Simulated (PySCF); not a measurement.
Work out the structure from these simulated measurements.

Formula: C4H10ClFSi.

- NMR, other nuclei: isotropic shieldings of nuclei other than C and H, by class: 374 (1 F), 338 (1 Si), 751 (1 Cl) ppm [GIAO CAM-B3LYP/pcSseg-1]
- Triplet: lowest triplet excitation (Tamm–Dancoff): 6.14 eV [TDA CAM-B3LYP/def2-SVPD]
- Dipole: 2.56 D [CAM-B3LYP/def2-SVPD]
- Valence photoelectron: vertical ionisation energy: 10.20 eV [ΔSCF CAM-B3LYP/def2-SVPD]
- XPS: Si2p3/2 106.3, Cl2p3/2 205.9, C1s 290.1 (×3), C1s 293.6, F1s 692.7, Si1s 1846.1, Cl1s 2828.5 eV [ΔSCF SCAN, pcX-2 on the ionised atom, pcseg-1 elsewhere, spin-free X2C, 2p3/2 from a spin–orbit splitting computed afterwards within the 2p shell]
- UV, first state: lowest singlet excitation: 6.83 eV (181 nm, f = 0.022) [TDDFT CAM-B3LYP/def2-SVPD]
- Rotational structure: rotational constants A, B, C: 2.142, 1.270, 1.078 GHz [PBE0-D3(BJ)/def2-SVP]
- UV, strongest line: among the 10 lowest singlet transitions: S5 at 8.33 eV (149 nm, f = 0.097) [TDDFT CAM-B3LYP/def2-SVPD]
- 13C NMR: chemical shifts (computed TMS as zero) by class: 108.9 (1 C), -5.0 (3 C) ppm [GIAO CAM-B3LYP/pcSseg-1]
- Polarisability: 89.2 au [CAM-B3LYP/def2-SVPD]

The electronic properties come from PySCF, for the isolated species, density fitting. Levels stand in brackets. Geometry: PBE0-D3(BJ)/def2-SVP; no solvent, vibrations or thermal averaging. NMR values are class means; diastereotopic atoms form classes of their own.

Task: What is the compound? Reason from the data.

Result: Numbering: `[CH3:1][Si:2]([CH3:3])([CH3:4])[C@H:5]([F:6])[Cl:7]`. Its formula, C4H10ClFSi, gives 0 degrees of unsaturation, so no ring and no π bond. 4 carbons fall into 2 classes; from least to most shielded: sp3 C–F carbon [C5] (108.9 ppm), Si-methyl carbon [C1/C3/C4] (-5.0 ppm, 3 C, up to 3.3 ppm apart in this geometry). The other shieldings belong to: 374 ppm, alkyl fluorine [F6]; 338 ppm, four-coordinate silicon [Si2]; 751 ppm, chlorine on a fluorinated carbon [Cl7]. The core levels belong to: Si2p3/2 106.3 eV, four-coordinate silicon [Si2]; Cl2p3/2 205.9 eV, chlorine on a fluorinated carbon [Cl7]; C1s 290.1 eV, Si-methyl carbon [C1/C3/C4]; C1s 293.6 eV, sp3 C–F carbon [C5]; F1s 692.7 eV, alkyl fluorine [F6]; Si1s 1846.1 eV, four-coordinate silicon [Si2]; Cl1s 2828.5 eV, chlorine on a fluorinated carbon [Cl7]. One atom of each topological class was ionised and stands for its class. The first electron is taken from the HOMO, whose largest Löwdin shares are 0.42 on the chlorine on a fluorinated carbon, 0.22 on the sp3 C–F carbon, 0.11 on the four-coordinate silicon and 0.09 on the alkyl fluorine. The optimised geometry has point group C1 and is an asymmetric top. Structure: TMS-CHClF (`C[Si](C)(C)[C@H](F)Cl`). The assignments are read from this structure; whether some other isomer fits the data as well wasn't checked. The mirror image fits equally.

The values belong to the conformer `[CH3:1][Si:2]([CH3:3])([CH3:4])[C@H:5]([F:6])[Cl:7]`: C1–Si2–C5–F6 60°.
